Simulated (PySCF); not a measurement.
Ligands exchanged one at a time, B Br-CH3. Isolated molecules, 0 K electronic values unless said otherwise. Strings in code marks are SMILES.

Method: ωB97X-D3(BJ)/def2-TZVP // B3LYP-D3(BJ)/def2-TZVP (PySCF 2.14.0). All candidates: neutral, multiplicity 1. Excitations are Tamm–Dancoff values on a coarser integration grid. The basis has no diffuse functions, so Rydberg states are missing or too high.

dipole moment: 1.92 D
T1 excitation (TDA): 5.55 eV
brightest of the four lowest singlets (TDA): 7.10 eV

**Question.** Name which member has these values.
(A) `CB(Br)Br`
(B) `BrB(Br)Br`
(C) `CB(C)Br`

**Answer.** C, `CB(C)Br`. The others give `BrB(Br)Br`: 0.00 D, 5.00 eV, 6.36 eV; `CB(Br)Br`: 1.51 D, 5.41 eV, 6.53 eV
